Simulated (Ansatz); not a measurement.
InPH6⁺, that is In(PH3)H3 with one electron fewer. Charge 1, multiplicity 2. Geometry B3LYP-D4/def2-TZVP, that of the neutral singlet.

```xyz
8

In   -1.2537    0.2257    1.0105
P     0.9323   -0.1675   -0.7601
H     0.9837   -1.3190   -1.5717
H     2.2356   -0.2579   -0.2309
H     1.2085    0.7797   -1.7670
H    -1.0347   -1.2810    1.8441
H    -2.4569    0.3398   -0.2349
H    -0.6147    1.6802    1.7100
```

In the def2 sets In takes a core potential; there is no spin–orbit coupling. At PBE-D4/def2-TZVP an occupied level of the charge 1 doublet lies above an empty one (by up to 0.13 eV), so this SCF solution is probably not the lowest. At PBE-D4/def2-TZVP the gap within one spin of the charge 1 doublet nearly closes, so an electron or hole may be smeared out by delocalisation error.

(1) Estimate the α-spin orbital energies around the gap (eV) in Ansatz with PBE-D4/def2-TZVP, r2SCAN-D4/def2-TZVP, PBE0-D4/def2-TZVP.

Answers

(1) 
```
orbital  PBE-D4/def2-TZVP  r2SCAN-D4/def2-TZVP  PBE0-D4/def2-TZVP
 HOMO−5            -17.00               -17.64             -18.87
 HOMO−4            -15.03               -15.30             -16.29
 HOMO−3            -15.02               -15.27             -16.24
 HOMO−2            -13.86               -14.59             -15.61
 HOMO−1            -12.80               -13.10             -13.93
   HOMO            -12.78               -12.90             -13.72
   LUMO             -6.42                -6.04              -5.63
 LUMO+1             -5.96                -5.78              -5.12
 LUMO+2             -5.64                -5.27              -4.58
 LUMO+3             -5.58                -5.19              -4.52
 LUMO+4             -4.05                -3.59              -3.31
 LUMO+5             -4.02                -3.56              -3.21
 β HOMO            -12.28               -12.49             -13.23
 β LUMO            -12.41               -12.32             -11.68
```
